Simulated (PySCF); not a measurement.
A PySCF script (with the pyscf-properties extension) for the NMR shieldings of SMILES C=C[Si@H](Cl)[SiH2]B(Cl)Cl, C$_{2}$H$_{6}$BCl$_{3}$Si$_{2}$, on a GFN2-xTB geometry:

```python
import basis_set_exchange as bse
import numpy as np
from pyscf import gto, dft
from pyscf.prop import nmr

atoms = """
C     1.811639    0.741815   -0.922141
C     1.856932    0.454320    0.369473
Si    0.465968   -0.384060    1.336462
Cl    1.283506   -1.987807    2.273472
Si   -1.289092   -1.040578   -0.052331
B    -2.246330    0.523656   -0.788512
Cl   -1.967083    1.108319   -2.384993
Cl   -3.349845    1.427734    0.182398
H     0.945892    0.516939   -1.526303
H     2.631861    1.214653   -1.440151
H     2.761137    0.699487    0.915805
H     0.081775    0.537771    2.415658
H    -2.207159   -1.894740    0.716607
H    -0.779879   -1.917982   -1.117610
"""
names = dict.fromkeys(["C", "Si", "Cl", "B", "H"], "pcSseg-1")
basis = {el: gto.basis.parse(bse.get_basis(n, elements=[el], fmt="nwchem")) for el, n in names.items()}
mol = gto.M(atom=atoms, basis=basis, charge=0, verbose=0)
mf = dft.RKS(mol, xc="PBE0")
mf.grids.level = 2
mf.grids.alignment = dft.numint.BLKSIZE   # the property module wants whole blocks of grid points
mf.conv_tol = 1e-9
mf.kernel()

calc = nmr.RKS(mf)   # GIAO
C = mf.mo_coeff
Co = C[:, mf.mo_occ > 0]
resp = mf.gen_response(singlet=True, hermi=2)
def vind(x):   # induced exchange potential for any number of trial vectors
    d = np.einsum("pi,xij,qj->xpq", C, 2 * x.reshape(-1, C.shape[1], Co.shape[1]), Co, optimize=True)
    return np.einsum("xpq,pi,qj->xij", resp(d - d.transpose(0, 2, 1)), C, Co, optimize=True).ravel()
mo1, _ = nmr.rhf.solve_mo1(calc, with_cphf=vind)
sigma = calc.kernel(mo1)
for i, s in enumerate(sigma):   # ppm
    w = np.linalg.eigvalsh((s + s.T) / 2)
    print("%2d %-2s iso %8.1f  s11 %8.1f  s22 %8.1f  s33 %8.1f" % (i, mol.atom_pure_symbol(i), w.mean(), *w))
```

**Question.** What are the results?

**Answer.** 
```
 0 C  iso     42.9  s11    -78.4  s22     44.0  s33    163.1
 1 C  iso     40.0  s11    -75.8  s22     29.4  s33    166.4
 2 Si iso    353.8  s11    305.1  s22    367.3  s33    389.0
 3 Cl iso    982.6  s11    901.7  s22   1001.2  s33   1044.9
 4 Si iso    455.4  s11    427.3  s22    450.9  s33    487.9
 5 B  iso     25.2  s11    -44.3  s22     24.4  s33     95.5
 6 Cl iso    547.2  s11    169.2  s22    593.5  s33    878.9
 7 Cl iso    544.0  s11    153.5  s22    583.7  s33    894.8
 8 H  iso     25.5  s11     22.5  s22     25.3  s33     28.6
 9 H  iso     25.2  s11     23.3  s22     24.2  s33     28.2
10 H  iso     25.0  s11     23.1  s22     24.2  s33     27.6
11 H  iso     25.9  s11     22.1  s22     25.3  s33     30.3
12 H  iso     27.9  s11     24.5  s22     26.6  s33     32.8
13 H  iso     28.0  s11     24.7  s22     26.6  s33     32.6
```

These numbers come from an equivalent density-fitted implementation of the same equations, which agrees with the script to about 0.01 ppm for H and up to a few tenths of a ppm for heavy atoms, so last digits may differ.

Size and cost of the density-fitted run: 201 basis functions, 79 s wall time on 1 thread of an Arm Neoverse N1, shared host; peak memory 0.88 GiB.
